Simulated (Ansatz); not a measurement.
`[GeH3][Br]` + HI → `[GeH3][I]` + HBr at 400 K and 1 bar (ligand exchange at a Ge–Br bond).

Computed with Ansatz on PBE0-D4/def2-TZVP structures; ΔE is electronic, products minus reactants. CBS: MP2 limit from def2 TZ/QZ plus the TZ coupled-cluster correction, frozen cores. Elements past krypton have def2 core potentials. For Br, Ge, I outer-core shells are correlated without core-valence functions, which leaves a few kJ/mol of doubt a bond. Scalar relativity is left out up to krypton.

```json
{"species": "`[GeH3][Br]`", "CCSD(T)/CBS energy (Eh)": "-4651.26096", "H − E (kJ/mol)": "81.9", "S (J/(mol·K))": "293.4"}
{"species": "HI", "CCSD(T)/CBS energy (Eh)": "-298.03592", "H − E (kJ/mol)": "25.7", "S (J/(mol·K))": "215.0"}
{"species": "`[GeH3][I]`", "CCSD(T)/CBS energy (Eh)": "-2375.37957", "H − E (kJ/mol)": "81.4", "S (J/(mol·K))": "302.0"}
{"species": "HBr", "CCSD(T)/CBS energy (Eh)": "-2573.91920", "H − E (kJ/mol)": "27.6", "S (J/(mol·K))": "207.2"}
```

H − E and S are ideal-gas, rigid-rotor, harmonic terms from PBE0-D4/def2-TZVP. 1 Eh = 2625.50 kJ/mol, R = 8.31446 J/(mol·K).

**Question.** By hand: ΔE, ΔH, ΔS and ΔG.

**Answer.** ΔE = (-2375.37957) + (-2573.91920) − (-4651.26096) − (-298.03592) = -0.00189 Eh = -5.0 kJ/mol. Δ(H − E) = 81.4 + 27.6 − 81.9 − 25.7 = 1.4, so ΔH = -3.6 kJ/mol. ΔS = 302.0 + 207.2 − 293.4 − 215.0 = 0.8 J/(mol·K). ΔG = -3.6 − 400 × (0.8)/1000 = -3.9 kJ/mol.

**Question.** By hand: the equilibrium constant, and the temperature at which ΔG would vanish if ΔH and ΔS stayed fixed.

**Answer.** log₁₀ K = −ΔG/(RT ln 10) = 0.5. ΔH and −TΔS have one sign here, so there is no such temperature. One of them is within its doubt of zero, so this could turn.

The number of gas molecules stays the same, so ΔS is small and ΔH decides. The sign of ΔG lies within the doubt. A doubt of 5 kJ/mol in ΔE shifts log₁₀ K by 0.7 here. These are equilibria of isolated gas molecules and say nothing of rates. Largest T1 diagnostic: 0.009 (customary marks: 0.02 for closed shells, 0.045 for open ones).
